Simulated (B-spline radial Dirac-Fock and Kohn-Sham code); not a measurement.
These are calculated numbers from a radial finite-basis atomic code; the model is Dirac-Fock (average of configuration) total-energy differences with a finite nucleus, the Breit interaction including its frequency dependence, and self-energy and vacuum-polarisation corrections. Free neutral atoms.

Question: Order these X-ray lines by photon energy, lowest first.
A. Ga Kα1
B. Ir Lγ2
C. Dy Lβ1
D. Yb Lβ6
E. Ho Lβ7
F. Yb Lβ15

Answer: C (7249.5 eV), E (8013.7 eV), D (8450.5 eV), F (8743.6 eV), A (9250.9 eV), B (12841.7 eV).
